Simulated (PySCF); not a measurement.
Working out the ionisation energy of Hg

Hg [Xe] 4f14 5d10 6s2 (1S) → Hg⁺ [Xe] 4f14 5d10 6s1 (2S). Computed with PySCF 2.14 in aug-cc-pwCVDZ-PP with ECP60MDF (6s6p5d3f, 70 functions), with a scalar-relativistic core potential. Frozen: nothing. Energies in hartree (1 hartree = 27.21139 eV):

| part | Hg (lower) | Hg⁺ (upper) |
| --- | --- | --- |
| UHF | -152.539934 | -152.227877 |
| MP2 opposite-spin | -0.412684 | -0.361418 |
| MP2 same-spin | -0.207005 | -0.185585 |

Question: What does Hartree-Fock give?

Answer: (-152.227877) − (-152.539934) = 0.312057 hartree = 8.492 eV.

Question: What do MP2 and SCS-MP2 (6/5 opposite-spin, 1/3 same-spin) give?

Answer: The opposite-spin parts differ by 1.395 eV and the same-spin parts by 0.583 eV. MP2: 8.492 + (1.395) + (0.583) = 10.470 eV. SCS-MP2: 8.492 + 1.2 × (1.395) + (0.583)/3 = 10.360 eV.

Measured between the centres of the two terms (NIST): 10.438 eV, so MP2 (valence and next inner shell) is off by 0.032 eV.

A double-zeta basis recovers only part of the correlation energy.

What remains against the reference includes basis incompleteness and correlation beyond second order.
